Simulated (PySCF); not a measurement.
The same groups moved round the core (styrene fluoro+silyl). Isolated molecules, 0 K electronic values unless said otherwise. One relaxed conformer stands for each flexible species; it need not be the lowest. Strings in code marks are SMILES.

Method: ωB97X-D3(BJ)/def2-TZVP // PBE0-D3(BJ)/def2-SVP (PySCF). All candidates: neutral, multiplicity 1. Delta-SCF ions had no search for a lower state. Excitations are Tamm–Dancoff values on a coarser integration grid. The basis has no diffuse functions, so Rydberg states are missing or too high.

- brightest of the four lowest singlets (TDA): 6.88 eV
- S1 excitation (TDA): 5.10 eV
- vertical ionisation energy (Delta-SCF): 8.72 eV

Which member has these values?
(A) `C=Cc1ccc([SiH3])cc1F` (C–C–C–C torsion 0°)
(B) `C=Cc1cc(F)ccc1[SiH3]` (C–C–C–C torsion 20°)
(C) `C=Cc1ccc(F)cc1[SiH3]` (C–C–C–C torsion 20°)
(D) `C=Cc1ccc(F)c([SiH3])c1` (C–C–C–C torsion 1°)

B, `C=Cc1cc(F)ccc1[SiH3]` (C–C–C–C torsion 20°). The others give `C=Cc1ccc(F)c([SiH3])c1` (C–C–C–C torsion 1°): 6.75 eV, 5.02 eV, 8.44 eV; `C=Cc1ccc([SiH3])cc1F` (C–C–C–C torsion 0°): 5.37 eV, 4.98 eV, 8.56 eV; `C=Cc1ccc(F)cc1[SiH3]` (C–C–C–C torsion 20°): 6.63 eV, 5.09 eV, 8.49 eV
